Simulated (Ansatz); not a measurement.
Reaction (formal exchange of groups at the Si–O bond): `[SiH3][O][InH][Br]` + `C[O][AlH2]` → `[AlH2][O]C[SiH3]` + `[OH][InH][Br]`

Program: Ansatz. Geometries: PBE0-D4/def2-TZVP. ΔE: electronic, gas phase. CBS: MP2 limit from def2 TZ/QZ plus the TZ coupled-cluster correction, frozen cores. DFT in def2-TZVPP. B3LYP here is the variant with VWN-RPA as its local correlation; programs differ in this. HSE06 is defined as in plane-wave codes. Elements past krypton have def2 core potentials. For Br, In outer-core shells are correlated without core-valence functions, which leaves a few kJ/mol of doubt a bond. Scalar relativity is left out up to krypton. Each species was taken in one conformer, which may not be the lowest.

| level | ΔE (kJ/mol) | difference from CCSD(T)/CBS |
| --- | --- | --- |
| LDA (SPW92) | 104.9 | -21.0 |
| PBE-D4 | 105.9 | -20.0 |
| revPBE-D4 | 103.5 | -22.4 |
| BLYP-D4 | 115.5 | -10.4 |
| r2SCAN-D4 | 121.6 | -4.3 |
| B97M-V | 126.5 | 0.6 |
| PBE0-D4 | 115.3 | -10.6 |
| B3LYP-D4 | 123.4 | -2.5 |
| r2SCANh-D4 | 123.5 | -2.4 |
| r2SCAN0-D4 | 126.2 | 0.3 |
| HSE06-D4 | 115.2 | -10.7 |
| BHLYP-D4 | 136.1 | 10.2 |
| ωB97X-V | 123.3 | -2.6 |
| ωB97M-V | 122.3 | -3.6 |
| PBE-QIDH | 125.7 | -0.2 |
| PBE | 106.0 | -19.9 |
| revPBE | 105.9 | -20.0 |
| BLYP | 116.4 | -9.5 |
| r2SCAN | 121.7 | -4.2 |
| PBE0 | 115.3 | -10.6 |
| B3LYP | 123.5 | -2.4 |
| r2SCANh | 123.6 | -2.3 |
| r2SCAN0 | 126.2 | 0.3 |
| CAM-B3LYP | 127.0 | 1.1 |
| LC-ωPBE | 119.6 | -6.3 |
| RPA@PBE/def2-TZVPP | 125.4 | -0.5 |
| HF/def2-SVP | 146.2 | 20.3 |
| MP2/def2-SVP | 130.0 | 4.1 |
| CCSD/def2-SVP | 128.9 | 3.0 |
| CCSD(T)/def2-SVP | 126.5 | 0.6 |
| HF/def2-TZVPP | 149.6 | 23.7 |
| SCS-MP2/def2-TZVPP | 133.6 | 7.7 |
| CCSD/def2-TZVPP | 130.0 | 4.1 |
| CCSD(T)/def2-TZVPP | 126.9 | 1.0 |
| HF/def2-QZVPP | 151.1 | 25.2 |
| MP2/def2-QZVPP | 130.0 | 4.1 |
| SCS-MP2/def2-QZVPP | 133.5 | 7.6 |
| HF/CBS(def2) | 151.3 | 25.4 |
| MP2/CBS(def2) | 129.1 | 3.2 |
| CCSD/CBS(def2) | 129.1 | 3.2 |
| CCSD(T)/CBS | 125.9 | 0 |

Largest T1 diagnostic among the species: 0.014.

In def2-TZVPP, CCSD(T) changes the Hartree–Fock value by −22.8 kJ/mol (the triples alone add −3.1 kJ/mol) and MP2 by −19.6 kJ/mol. From r2SCAN to r2SCAN0 (25 % exact exchange), in def2-TZVPP and without D4, ΔE moves by +4.5 kJ/mol.
